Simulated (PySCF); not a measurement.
# How the method changes the constants of GeN⁺

State: ³Σ⁻ (triplet), unpaired electrons π ↑↑. Set-up: Ge def2-TZVPPD, N def2-TZVPPD; no relativity (PySCF 2.14). De refers to Ge⁺ + N in their high-spin ground configurations, without counterpoise correction. The functionals are run spin-unrestricted. A positive dipole points towards N; it is taken about the centre of mass and depends on that origin.

```
      Level  Re (Å)  ωe (cm⁻¹)  De (eV)  μ (D)
        UHF   1.882        674    0.366  -1.86
    UHF-MP2   1.888        681     1.78    n/a
UHF-SCS-MP2   1.893        673     1.80    n/a
   UHF-CCSD   1.902        640     1.76    n/a
UHF-CCSD(T)   1.910        628     1.90    n/a
        LDA   1.908        634     3.03  -1.19
        PBE   1.935        610     2.63  -1.28
     r²SCAN   1.909        637     2.25  -1.30
      M06-L   1.910        637     2.41  -1.45
      TPSSh   1.913        640     2.38  -1.37
       PBE0   1.903        651     2.25  -1.46
        M06   1.903        652     2.22  -1.68
     M06-2X   1.901        655     1.98  -1.51
    LC-ωPBE   1.877        694     2.13  -1.52
```

The bond length runs from 1.877 Å (LC-ωPBE) to 1.935 Å (PBE). De spans 0.37 eV (UHF, mean field) to 3.03 eV (LDA, local density). Correlation at CCSD(T) changes the Hartree–Fock bond energy by +1.53 eV; the triples alone change it by +0.14 eV.

Correlated steps freeze 10 core orbitals. Spin–orbit coupling is left out. For an ion De counts to the pair picked by the measured ionisation energies or electron affinities, which need not be the lowest pair at this level. The state was picked by a PBE0 search and need not be the measured ground state.

The whole job (state search and all levels along the bond) took about 9.5 min on 2 threads of Arm Neoverse V2 (shared host), peak memory 3 GiB.
